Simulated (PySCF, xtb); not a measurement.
C2H10Si4, SMILES [SiH3][SiH2][Si@@H]1C=C[SiH2]1.

GFN2-xTB (xtb) at its own geometry gives an orbital gap of 3.01 eV and a dipole moment of 0.55 D.

The structure is a stationary point at B3LYP-D3(BJ)/def2-SVP. The structure was generated by enumeration; whether it is a known compound was not checked. Other conformers were not sampled.

Q: What does PySCF with HF/def2-TZVP give? (Estimate from the structure and the level; the computed values follow.)

A: gap 12.07 eV (levels -9.61 and 2.46 eV), dipole 0.71 D.
